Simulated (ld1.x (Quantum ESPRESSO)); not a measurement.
**Building the TM semilocal potential for Ho (Z = 67) (PBE, scalar-relativistic).**

holmium, norm-conserving Troullier–Martins (semilocal form), made with ld1.x (Quantum ESPRESSO) 7.5 (PBE, scalar-relativistic). Core [Kr] 4d10 4f10, reference 5s2 5p6 5d1 6s2 6p0. Waves: 5p (bound): rc 1.60 bohr; 5d (bound): rc 2.30 bohr; 5s (bound): rc 1.95 bohr. Local part: the s channel. Core correction: a·sin(br)/r model core, default radius (core density twice the valence density).

Occupied shells without a wave of their own: 6s. They enter only through the test configuration that unscreens the potential, and ld1.x also counts them in the model core charge.

All-electron outer shells of the reference configuration (PBE, scalar-relativistic, ld1.x):

```csv
shell,level (eV),outermost node (bohr),outermost maximum (bohr)
4d,-166.33,0.25,0.52
5s,-54.41,0.61,1.13
5p,-29.13,0.66,1.28
4f,-9.36,–,0.52
6s,-4.34,1.52,3.26
5d,-2.20,0.74,1.91
6p,-1.33,1.84,4.46
```

Estimate the cutoffs (Ry, on a coarse ladder) from which the occupation-weighted sum of valence levels, in a spherical-Bessel basis at the reference potential, stays within 10 and 1 mRy of its value at 400 Ry.

60 Ry and 80 Ry.

Which valence shell sets the plane-wave cutoff?

5p: its level needs 70 Ry to come within 1 mRy, against 45 Ry for 5s.

Its largest configuration-test error is -5388 meV (5s2 5p6 5d0 6s0 6p0), which is poor. 3 of 7 tests not solved or not reliable. Not counted: 5s2 5p6 5d0 6s2 6p1 (solver errors, printed error -4.4 eV); 5s2 5p6 5d1 6s1 6p1 (solver errors, printed error -5.2 eV); 5s2 5p6 5d1 6s0 6p2 (solver errors, printed error -16.9 eV).

ld1.x takes every shell without a wave as core, so the model core holds the 6s electrons as well and exchange and correlation see them twice. This cancels in the reference configuration, but the file is broken for other ones, and its errors say nothing about a proper core correction.
